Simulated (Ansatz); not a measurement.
Reaction (redistribution): `[SiH3]B[SiH2]Cl` + `C[O][Cd][NH2]` → `[NH2][Cd][O][SiH3]` + `CB[SiH2]Cl`

Isolated molecules relaxed with PBE0-D4/def2-TZVP in Ansatz; ΔE leaves out vibrations. CCSD(T)/CBS is the MP2 limit (def2-TZVPP, def2-QZVPP) plus CCSD(T) − MP2 in def2-TZVPP, frozen cores. Functionals use def2-TZVPP. Elements past krypton have def2 core potentials. For Cd outer-core shells are correlated without core-valence functions, which leaves a few kJ/mol of doubt a bond. One conformer a species, not always the lowest.

```csv
level,ΔE (kJ/mol)
PBE-QIDH,-238.2
MP2/CBS(def2),-251.9
```

(1) What does CCSD(T)/CBS give? (Estimate.)

Largest T1 diagnostic among the species: 0.016.

Results:

(1) Computed: -236.9 kJ/mol. The listed levels differ from it by -1.3, -15.0 kJ/mol.

Leaving LDA and LC-ωPBE aside and taking each functional with its dispersion term where it has one, the values, not all of them listed here, spread over 35.2 kJ/mol, from BHLYP-D4 to revPBE-D4. LDA lies −4.5 kJ/mol from PBE without D4. From BLYP to BHLYP (50 % exact exchange), in def2-TZVPP and without D4, ΔE moves by −24.1 kJ/mol. At CCSD(T), def2-SVP lies +19.6 kJ/mol from the extrapolated value and def2-TZVPP +2.0 kJ/mol.
